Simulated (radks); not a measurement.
The numbers below are computed, except where a source is named.
Task: These are the eigenvalues of the occupied orbitals of an atom or ion with whole-number occupations (hartree). Level of theory: scalar-relativistic Kohn-Sham, LDA (Slater exchange, Perdew-Wang correlation), spin-polarised, spherical densities, finite nucleus; Fermi nuclear charge, rms radius of each element as measured or else 0.836 A^(1/3) + 0.57 fm (a radial shooting solver on a logarithmic mesh with Libxc functionals).

orbital  eigenvalue
1s up     -748.7353
1s down   -748.7281
2s up     -123.9255
2s down   -123.6231
2p up     -113.1526
2p down   -112.9190
3s up     -36.29668
3s down   -35.93495
3p up     -32.76419
3p down   -32.39771
3d up     -27.28359
3d down   -26.86213

Which element is it, and in what charge state? The configuration may be excited. Open shells, if any, are filled with parallel spins first.

Result: Z = 42, molybdenum, charge +18: Mo18+ in [Ar] 3d6. The list shows which subshells hold electrons but not how many an open one holds; the 1s level, -748.74 hartree, gives Z - s = 38.7 by -(Z - s)^2/2, which with screening and relativity narrows Z to a few neighbours, and the depths of the outer levels then fix element, charge and occupations together.
